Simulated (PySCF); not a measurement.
# Effect of structural changes

Level of theory: TDA CAM-B3LYP/aug-cc-pVDZ excited states, vertical, gas phase in PySCF 2.14.0. Geometry: PBE0-D3(BJ)/def2-SVP.

Each molecule in one low-energy conformer.

Scalar relativity is left out, which matters for the atoms heavier than Zn.

(1) How does the vertical S1–T1 gap change along this series?
- C[Se]C1=C[C@H]2C=C[C@@H]1C2 (H replaced by SeCH3)
- CSC1=C[C@H]2C=C[C@@H]1C2 (H replaced by SCH3)
- COC1=C[C@H]2C=C[C@@H]1C2 (H replaced by OCH3)

## Answers

(1) 
```tsv
molecule	S1 (eV)	S1 from	f(S1)	T1 (eV)	T1 from	S1 − T1 (eV)	S0–T1 spin-orbit coupling (cm⁻¹)	S1–T1 spin-orbit coupling (cm⁻¹)
C[Se]C1=C[C@H]2C=C[C@@H]1C2	4.51	HOMO→LUMO	0.007	3.30	HOMO→LUMO+2	1.21	55.68	64.83
CSC1=C[C@H]2C=C[C@@H]1C2	4.81	HOMO→LUMO+2 / HOMO→LUMO	0.043	3.31	HOMO→LUMO+2 / HOMO→LUMO+4	1.50	6.65	6.80
COC1=C[C@H]2C=C[C@@H]1C2	5.04	HOMO→LUMO+4	0.009	3.53	HOMO→LUMO+4	1.51	1.47	3.27
```
The vertical S1–T1 gap is lowest for C[Se]C1=C[C@H]2C=C[C@@H]1C2 and highest for COC1=C[C@H]2C=C[C@@H]1C2.
